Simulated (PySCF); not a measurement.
Fractional electron number in Tl²⁺ (thallium, charge +2)

The 6s alpha orbital of [Xe] 4f14 5d10 6s1 is emptied in steps (occupation f), with all orbitals relaxed, ending at [Xe] 4f14 5d10. Computed with PySCF 2.14 in aug-cc-pVTZ-PP with ECP60MDF (6s5p4d2f, 55 functions), with scalar relativity through the core potential. The exact energy is a straight line in f; departures are measured from the line between the end points of the same method.

```json
{"f": "1", "UHF (eV)": "0.000", "LDA (eV)": "0.000", "PBE (eV)": "0.000", "PBE0 (eV)": "0.000", "r2SCAN (eV)": "0.000", "LC-wPBE (eV)": "0.000", "BHandHLYP (eV)": "0.000", "wB97X (eV)": "0.000", "MN15 (eV)": "0.000", "TPSS (eV)": "0.000"}
{"f": "0.75", "UHF (eV)": "0.047", "LDA (eV)": "-0.866", "PBE (eV)": "-0.858", "PBE0 (eV)": "-0.624", "r2SCAN (eV)": "-0.773", "LC-wPBE (eV)": "-0.104", "BHandHLYP (eV)": "-0.419", "wB97X (eV)": "-0.164", "MN15 (eV)": "-0.475", "TPSS (eV)": "-0.830"}
{"f": "0.5", "UHF (eV)": "0.061", "LDA (eV)": "-1.157", "PBE (eV)": "-1.147", "PBE0 (eV)": "-0.833", "r2SCAN (eV)": "-1.034", "LC-wPBE (eV)": "-0.138", "BHandHLYP (eV)": "-0.561", "wB97X (eV)": "-0.215", "MN15 (eV)": "-0.629", "TPSS (eV)": "-1.111"}
{"f": "0.25", "UHF (eV)": "0.045", "LDA (eV)": "-0.869", "PBE (eV)": "-0.863", "PBE0 (eV)": "-0.626", "r2SCAN (eV)": "-0.777", "LC-wPBE (eV)": "-0.104", "BHandHLYP (eV)": "-0.423", "wB97X (eV)": "-0.158", "MN15 (eV)": "-0.466", "TPSS (eV)": "-0.837"}
{"f": "0", "UHF (eV)": "0.000", "LDA (eV)": "0.000", "PBE (eV)": "0.000", "PBE0 (eV)": "0.000", "r2SCAN (eV)": "0.000", "LC-wPBE (eV)": "0.000", "BHandHLYP (eV)": "0.000", "wB97X (eV)": "0.000", "MN15 (eV)": "0.000", "TPSS (eV)": "0.000"}
```

For MN15, how does the orbital energy at f = 1 compare with the removal energy?

−ε = 27.797 eV against a total-energy difference of 30.345 eV. By Janak's theorem ε = ∂E/∂f, so the gap between them reflects the curvature. Along the path −ε is 29.090 (f = 0.75), 30.370 (f = 0.5), 31.615 (f = 0.25) eV.

```
   method  E(f=0) − E(f=1) (eV)  −ε at f=1 (eV)  −ε at f=0.5 (eV)
      UHF                28.157          28.410            28.153
      LDA                30.769          26.158            30.762
      PBE                30.304          25.745            30.289
     PBE0                29.954          26.633            29.948
   r2SCAN                30.120          26.015            30.112
  LC-wPBE                29.740          29.186            29.738
BHandHLYP                29.673          27.442            29.664
    wB97X                29.538          28.651            29.556
     MN15                30.345          27.797            30.370
     TPSS                30.010          25.594            29.994
```

Reference removal energy between the ground levels: 29.852 eV (measured; NIST Atomic Spectra Database, ionization energies). UHF lacks correlation.
